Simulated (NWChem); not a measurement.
# C2H5BFNO; SMILES B(N)(C(F)=C)O

```xyz
11

C      1.2732    -1.4897     0.0031
C      0.1380    -0.7919     0.0004
F     -1.0430    -1.4543    -0.0014
B     -0.0072     0.7786     0.0000
N     -1.3049     1.3160     0.0027
O      1.1487     1.5098    -0.0026
H      1.2762    -2.5828     0.0039
H      2.2219    -0.9513     0.0045
H     -2.1064     0.6990     0.0043
H     -1.5370     2.2992     0.0029
H      1.0113     2.4605    -0.0022
```
Atoms are numbered in this order, from 1.

Computed with NWChem. STO-3G and 3-21G are far too small for this property and stand as cheap habits. Geometry: optimised at PBE0/def2-SVP. GIAO values for the isolated, static molecule; σ is the absolute isotropic shielding, δ = σ(reference) − σ with the isolated reference molecule computed at the same levels (13C: tetramethylsilane, 19F: trichlorofluoromethane, 1H: tetramethylsilane, 15N: ammonia, 17O: water).

For level PBE0/pcSseg-1:

```yaml
"δ C2 (ppm)": 176.8
"δ F3 (ppm)": -113.2
"δ N5 (ppm)": 70.2
"δ O6 (ppm)": 93.5
"δ H7 (ppm)": 5.42
"δ H11 (ppm)": 2.81
```

**Question.** What are these values for level Hartree-Fock/STO-3G?

**Answer.** 
| Item | Value |
|---|---|
| δ C2 (ppm) | 142.6 |
| δ F3 (ppm) | -7.2 |
| δ N5 (ppm) | 20.3 |
| δ O6 (ppm) | 25.7 |
| δ H7 (ppm) | 5.74 |
| δ H11 (ppm) | 1.80 |
